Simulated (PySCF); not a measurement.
## Name the molecule from its bond curve

A diatomic of charge 0 contains Be. Its triplet curve at PBE0 in a triple-zeta basis (no relativity, PySCF), in eV from the separated fragments:

(R (Å), E (eV)): (1.827, -1.105), (1.913, -1.398), (1.998, -1.566), (2.061, -1.626), (2.125, -1.642), (2.189, -1.625), (2.274, -1.564), (2.380, -1.447), (2.507, -1.275), (2.678, -1.033)

The fit gives ωe = 577 cm⁻¹ and the rotational constant Bₑ = 0.5499 cm⁻¹.

Problem. Which atom is the partner?

Solution. The minimum lies at 2.121 Å, so the reduced mass is 16.8576 u Å² cm⁻¹/(Bₑ·Re²) = 6.814 u. With Be at 9.01 u the partner weighs about 28.0 u: Si. The molecule is BeSi.

The state is the lowest determinant that a PBE0 search found; another state may lie lower at other levels.
